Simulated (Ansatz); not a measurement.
**Molecular dynamics, step by step**

GaH$_{2}$Cl, singlet, PBE0-D4/def2-SVP (Ansatz 0.2.0). Settings (timestep in fs, temperature in K; T counts 6 degrees of freedom):

```yaml
hamiltonian: {xc: pbe0, dispersion: d4}
md: {n_steps: 30, timestep: 0.25, temperature: 100, ensemble: nve, seed: 168, initial_velocities: maxwell_boltzmann}
```

Start, the saddle point found with PBE0-D4 in triple zeta (not stationary at another level):

```tsv
atom	x (Å)	y (Å)	z (Å)
Ga1	-0.7175	0.4496	-0.2332
Cl2	1.5078	-0.8461	0.1011
H3	0.6370	-0.0785	-1.0562
H4	-1.4273	0.4749	1.1884
```

```
step  time (fs)  potential energy less the start (meV)  kinetic energy (meV)  T (K)
   0       0.00                                    0.0                  25.9    100
   2       0.50                                    0.3                  25.5     99
   4       1.00                                    0.7                  25.2     97
   6       1.50                                    1.1                  24.7     96
   8       2.00                                    1.6                  24.3     94
  10       2.50                                    2.1                  23.8     92
  12       3.00                                    2.6                  23.3     90
  14       3.50                                    3.1                  22.8     88
  16       4.00                                    3.6                  22.2     86
  18       4.50                                    4.2                  21.7     84
  20       5.00                                    4.7                  21.1     82
  22       5.50                                    5.3                  20.5     79
  24       6.00                                    5.9                  20.0     77
  26       6.50                                    6.5                  19.4     75
  28       7.00                                    7.1                  18.8     73
  30       7.50                                    7.6                  18.2     71
```

Step 4, positions (Å) and forces (eV/Å):

```json
{"atom": "Ga1", "x": "-0.718", "y": "0.450", "z": "-0.233", "Fx": "0.007", "Fy": "0.031", "Fz": "-0.058"}
{"atom": "Cl2", "x": "1.510", "y": "-0.847", "z": "0.101", "Fx": "-0.047", "Fy": "0.040", "Fz": "-0.028"}
{"atom": "H3", "x": "0.640", "y": "-0.067", "z": "-1.053", "Fx": "0.074", "Fy": "-0.057", "Fz": "0.000"}
{"atom": "H4", "x": "-1.428", "y": "0.486", "z": "1.186", "Fx": "-0.034", "Fy": "-0.014", "Fz": "0.086"}
```

Step 14, positions (Å) and forces (eV/Å):

| atom | x | y | z | Fx | Fy | Fz |
| --- | --- | --- | --- | --- | --- | --- |
| Ga1 | -0.721 | 0.450 | -0.233 | 0.053 | 0.057 | -0.062 |
| Cl2 | 1.514 | -0.850 | 0.101 | -0.070 | 0.070 | -0.027 |
| H3 | 0.652 | -0.041 | -1.044 | 0.061 | -0.090 | -0.005 |
| H4 | -1.431 | 0.511 | 1.183 | -0.044 | -0.037 | 0.095 |

Step 24, positions (Å) and forces (eV/Å):

```
atom       x       y       z      Fx      Fy      Fz
 Ga1  -0.723   0.451  -0.234   0.057   0.092  -0.023
 Cl2   1.518  -0.853   0.102  -0.088   0.101  -0.044
  H3   0.666  -0.020  -1.035   0.050  -0.130   0.024
  H4  -1.437   0.535   1.186  -0.019  -0.062   0.043
```

Last step (30):

Ga1  (-0.724, 0.452, -0.234)
Cl2  (1.520, -0.854, 0.102)
H3  (0.677, -0.011, -1.029)
H4  (-1.441, 0.547, 1.189)
(Å)

Hardware: 2 CPU threads of an Arm Neoverse V1, shared host. Wall time about 24 s.
